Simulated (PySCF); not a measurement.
C5H7NOSe.
Atom-mapped SMILES: `[CH3:1][c:2]1[n:3][cH:4][se:5][c:6]1[CH2:7][OH:8]` (hydrogens: H9, H10, H11 on C1; H12 on C4; H13, H14 on C7; H15 on O8)

Geometry (PBE0-D3(BJ)/def2-SVP, Å), atoms numbered from 1 in this order:
```
atom  x, y, z in Å
C1     0.319    2.174   -1.360
C2     0.697    0.913   -0.653
N3     2.002    0.491   -0.718
C4     2.230   -0.599   -0.068
Se5    0.740   -1.329    0.787
C6    -0.170    0.136    0.082
C7    -1.638    0.360    0.306
O8    -2.368    0.503   -0.884
H9    -0.769    2.267   -1.453
H10    0.768    2.187   -2.364
H11    0.713    3.051   -0.820
H12    3.212   -1.075   -0.006
H13   -2.044   -0.450    0.942
H14   -1.788    1.297    0.869
H15   -2.111   -0.216   -1.472
```

Method used: TDDFT CAM-B3LYP/def2-SVPD, vertical, gas phase, core orbitals frozen in the response in PySCF. Relativistic effects, spin–orbit coupling among them, are left out although an element past zinc is present.

Ground-to-excited transition dipoles (e·a0, same axes as the geometry; the sign carries no meaning), for the states with f of 0.002 or more among the lowest 6:

| state | E (eV) | μx | μy | μz |
| --- | --- | --- | --- | --- |
| S1 | 5.044 | -0.242 | -0.077 | 0.098 |
| S2 | 5.100 | 0.191 | 0.088 | -0.006 |
| S3 | 5.143 | -0.677 | -0.285 | 0.339 |
| S4 | 5.804 | 0.508 | -0.376 | 0.173 |
| S5 | 5.907 | -0.031 | 0.121 | -0.015 |
| S6 | 6.331 | -0.037 | -0.037 | -0.274 |

(1) Work out the oscillator strengths.

(2) Which bond between heavy atoms lies closest to the direction of the S3 transition dipole?

(3) What angle do the transition dipoles of S4 and S6 make?

(4) How is the summed strength of these states shared among x, y and z?

(5) What peak molar absorption coefficient would the strongest computed level give as a lone Gaussian band 0.3 eV wide at half height?

Answers

(1) f = (2/3) ΔE |μ|² with ΔE in hartree (27.2114 eV).

| state | \|μ\|² (au) | \|μ\| (D) | f |
| --- | --- | --- | --- |
| S1 | 0.074 | 0.69 | 0.009 |
| S2 | 0.044 | 0.53 | 0.006 |
| S3 | 0.655 | 2.06 | 0.083 |
| S4 | 0.429 | 1.66 | 0.061 |
| S5 | 0.016 | 0.32 | 0.002 |
| S6 | 0.078 | 0.71 | 0.012 |

(2) C4–Se5, at 4° from it; next C2–C6 at 18°.

(3) |cos θ| = |μa·μb| / (|μa| |μb|) = 0.29, so θ ≈ 73° (taken between 0 and 90°, since the signs are arbitrary).

(4) (2/3) Σ ΔE μα² gives 0.107 for x, 0.034 for y and 0.032 for z, 0.173 in all.

(5) ε(max) = 2.175×10⁸ f / FWHM, with the width in cm⁻¹. S3: 2.175×10⁸ × 0.0826 / 2420 ≈ 7400 L mol⁻¹ cm⁻¹.

One conformer stands for the species.
